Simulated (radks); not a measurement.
Values are calculated unless marked as measured or tabulated.
Species: the selenium ion Se29+. Configuration: [He] 2s2 2p1 (the NIST ground configuration).

Level of theory: scalar-relativistic Kohn-Sham, SCAN, spin-polarised, spherical densities, finite nucleus; open shells are filled with parallel spins first; meta-GGA in the generalised Kohn-Sham scheme; Fermi nuclear charge, rms radius 4.14 fm (a radial shooting solver on a logarithmic mesh with Libxc functionals).

Energy parts (eV):
total: -41780.359
kinetic: 42975.702
electron-nucleus: -86866.524
Hartree: 2982.868
exchange-correlation: -872.405

Orbitals (lengths in bohr, moments of r in powers of bohr; r(90%) holds 90 % of the orbital's charge):
orbital  occ.  eigenvalue (eV)  r(90%)
1s up       1        -14631.00  0.0783
1s down     1        -14618.50  0.0782
2s up       1        -3336.994   0.279
2s down     1        -3315.190   0.280
2p up       1        -3205.281   0.252

The highest occupied level is 2p up at -3205.3 eV. Summed over all electrons, <r^2> = 0.1128 bohr^2, which gives a Langevin (diamagnetic) susceptibility term of -0.0893 x 10^-6 cm^3/mol.

Empty levels of this run are not shown, since the potential may be unsettled where no density lies.
